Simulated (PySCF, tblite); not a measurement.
Isomers of C6H8N2OSi. Level: GFN2-xTB in tblite, geometry and Hessian alike; calculated harmonic values, unscaled, isolated species. Errors from tens to a few hundred cm⁻¹ against measured bands are possible. Modes of hydrogen on silicon can be 10 to 20 % off. One conformer each.

Electronic energies: PBE0/pcSseg-1 single points on the GFN2-xTB geometries (PySCF, gas phase).

```csv
SMILES,"electronic energy, lowest = 0 (kJ/mol)"
C=CC/C(C#N)=N/[SiH2]C=O,190.0
C#CC[Si@@](C)(C#N)NC=O,0.0
C=C[C@@H](CC#N)O[SiH2]C#N,49.9
```

**Question.** How do GFN2-xTB zero-point energies change the relative energies?

**Answer.** 
```json
{"SMILES": "C#CC[Si@@](C)(C#N)NC=O", "ZPE (kJ/mol)": "331.7", "of it from modes above 1550 cm⁻¹": "186.2", "electronic (kJ/mol)": "0.0", "with ZPE, lowest = 0 (kJ/mol)": "0.0", "lowest mode (cm⁻¹)": "26", "rings": "0"}
{"SMILES": "C=C[C@@H](CC#N)O[SiH2]C#N", "ZPE (kJ/mol)": "326.6", "of it from modes above 1550 cm⁻¹": "175.1", "electronic (kJ/mol)": "49.9", "with ZPE, lowest = 0 (kJ/mol)": "44.9", "lowest mode (cm⁻¹)": "13i", "rings": "0"}
{"SMILES": "C=CC/C(C#N)=N/[SiH2]C=O", "ZPE (kJ/mol)": "321.2", "of it from modes above 1550 cm⁻¹": "179.7", "electronic (kJ/mol)": "190.0", "with ZPE, lowest = 0 (kJ/mol)": "179.5", "lowest mode (cm⁻¹)": "27", "rings": "0"}
```

The zero-point energies span 10.5 kJ/mol, from `C=CC/C(C#N)=N/[SiH2]C=O` to `C#CC[Si@@](C)(C#N)NC=O`. Slightly imaginary modes are left out of the zero-point energy: `C=C[C@@H](CC#N)O[SiH2]C#N` 13.1i cm⁻¹. The order is unchanged.

**Question.** And how do the electronic energies of GFN2-xTB itself compare?

**Answer.** `C#CC[Si@@](C)(C#N)NC=O` 106.6; `C=C[C@@H](CC#N)O[SiH2]C#N` 0.0; `C=CC/C(C#N)=N/[SiH2]C=O` 121.2 kJ/mol, lowest = 0. Against the energies above, taken from the same isomer `C#CC[Si@@](C)(C#N)NC=O`, the largest difference is 175.4 kJ/mol.
